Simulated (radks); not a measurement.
Charge is removed step by step from the 2s down level of the scandium ion Sc+, starting from [He] 2s(up 1, down 1) 2p6 3s2 3p6 3d1 4s1. All-electron calculation, scalar-relativistic Kohn-Sham, BLYP, spin-polarised, spherical densities, point nucleus; open shells are filled with parallel spins first. Program: a radial shooting solver on a logarithmic mesh with Libxc functionals.

removed (e)	E - E(0) (eV)	eigenvalue (eV)	E minus straight line (eV)
0	0.000	-481.07	0.000
0.1	48.297	-485.05	-1.837
0.2	96.994	-489.07	-3.274
0.3	146.10	-493.13	-4.308
0.4	195.60	-497.21	-4.934
0.5	245.52	-501.32	-5.151
0.6	295.85	-505.46	-4.955
0.7	346.59	-509.62	-4.345
0.8	397.76	-513.80	-3.317
0.9	449.34	-518.01	-1.869
1	501.34	-522.23	0.000

Removing the whole electron costs 501.34 eV by Delta-SCF, against 481.07 eV from minus the eigenvalue at the starting occupation. Slater's transition state (half an electron removed) gives 501.32 eV. Integrating minus the eigenvalue over the occupation (Janak's theorem) gives 501.43 eV. In this scalar-relativistic scheme the density is built from large components alone, so the theorem holds only approximately. The mean slope of the eigenvalue, de/dn, is 41.2 eV per electron.
